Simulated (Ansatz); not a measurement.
`[F][Cd][SH]` + HCl → `[SH][Cd][Cl]` + H–F at 600 K and 1 bar (ligand exchange at a Cd–F bond).

Program: Ansatz. Geometries: PBE0-D4/def2-TZVP. ΔE: electronic, gas phase. CCSD(T)/CBS is the MP2 limit (def2-TZVPP, def2-QZVPP) plus CCSD(T) − MP2 in def2-TZVPP, frozen cores. This one scheme is used for every species. def2 core potentials past Kr. For Cd outer-core shells are correlated without core-valence functions, which leaves a few kJ/mol of doubt a bond. Each species was taken in one conformer, which may not be the lowest.

```csv
species,CCSD(T)/CBS energy (Eh),H − E (kJ/mol),S (J/(mol·K))
`[F][Cd][SH]`,-665.92675,63.3,352.0
HCl,-460.38127,35.4,207.2
`[SH][Cd][Cl]`,-1025.94547,62.8,364.7
H–F,-100.39570,42.3,194.0
```

H − E and S are ideal-gas, rigid-rotor, harmonic terms from PBE0-D4/def2-TZVP, for one conformer and one mirror image of each species. 1 Eh = 2625.50 kJ/mol, R = 8.31446 J/(mol·K).

Q: By hand: ΔE, ΔH, ΔS and ΔG.

A: ΔE = (-1025.94547) + (-100.39570) − (-665.92675) − (-460.38127) = -0.03315 Eh = -87.0 kJ/mol. Δ(H − E) = 62.8 + 42.3 − 63.3 − 35.4 = 6.4, so ΔH = -80.6 kJ/mol. ΔS = 364.7 + 194.0 − 352.0 − 207.2 = -0.5 J/(mol·K). ΔG = -80.6 − 600 × (-0.5)/1000 = -80.3 kJ/mol.

Q: By hand: the equilibrium constant, and the temperature at which ΔG would vanish if ΔH and ΔS stayed fixed.

A: log₁₀ K = −ΔG/(RT ln 10) = 7.0. ΔG = 0 at ΔH/ΔS = 161200 K, far beyond where these terms or the molecules hold.

The number of gas molecules stays the same, so ΔS is small and ΔH decides. A doubt of 5 kJ/mol in ΔE shifts log₁₀ K by 0.4 here. Other conformers and mirror images would add mixing entropy, several J/(mol·K) or more a flexible species. These are equilibria of isolated gas molecules and say nothing of rates. Largest T1 diagnostic: 0.016 (customary marks: 0.02 for closed shells, 0.045 for open ones).
